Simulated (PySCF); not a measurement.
PySCF job for Ga(I)(OH)2 (GaH₂IO₂), SMILES [Ga]([OH])([OH])[I], IEF-PCM-B3LYP/def2-SVP. Geometry: B3LYP-D3(BJ)/def2-SVP. The structure was generated by enumeration; whether it is a known compound was not checked. The def2 effective core potentials stand for the cores of I; spin–orbit coupling is left out. Other conformers were not sampled.

```python
import numpy as np
from pyscf import gto, scf, dft
from pyscf.solvent import pcm

mol = gto.M(
    atom='''
    Ga   -0.00233969    1.12521165    0.00000000
    I    -0.00552950   -1.36193644    0.00000000
    O    -1.55400729    1.99393074    0.00000000
    H    -1.43795273    2.95468452    0.00000000
    O     1.49113519    2.10153285    0.00000000
    H     2.30652363    1.58267685    0.00000000
    ''',
    basis='def2-SVP',
    ecp={'I': 'def2-svp'},
    charge=0,
    spin=0,
    max_memory=1600,
    verbose=3,
)
mf = dft.RKS(mol, xc='b3lyp').density_fit(auxbasis='def2-universal-jkfit')
mf.grids.level = 3
mf.conv_tol = 1e-9
mf.max_cycle = 100
mf.kernel()
res = {}
for name, eps in {'water': 78.355, 'dimethylsulfoxide': 46.826, 'ethanol': 24.852}.items():
    s = mf.PCM()
    s.with_solvent.method, s.with_solvent.eps, s.with_solvent.lebedev_order = 'IEF-PCM', eps, 29
    s.kernel(mf.make_rdm1())
    res[name] = (s.e_tot, eps, s.dip_moment(), s.mo_energy, s.converged)
    print(f'{name}: electrostatic solvation free energy {(s.e_tot - mf.e_tot) * 627.509474:.3f} kcal/mol')
```

Output:

```
converged SCF energy = -2374.09319747534

WARN: PCM is an experimental feature. It is still in testing.
Features and APIs may be changed in the future.

converged SCF energy = -2374.10671944507
Dipole moment(X, Y, Z, Debye):  1.87533,  0.85130,  0.00000
water: electrostatic solvation free energy -8.485 kcal/mol

WARN: PCM is an experimental feature. It is still in testing.
Features and APIs may be changed in the future.

converged SCF energy = -2374.10652279288
Dipole moment(X, Y, Z, Debye):  1.86677,  0.84642, -0.00000
dimethylsulfoxide: electrostatic solvation free energy -8.362 kcal/mol

WARN: PCM is an experimental feature. It is still in testing.
Features and APIs may be changed in the future.

converged SCF energy = -2374.1060992076
Dipole moment(X, Y, Z, Debye):  1.84862,  0.83596,  0.00000
ethanol: electrostatic solvation free energy -8.096 kcal/mol
```

Self-consistency was reached.

Cost: roughly 50 core-seconds.
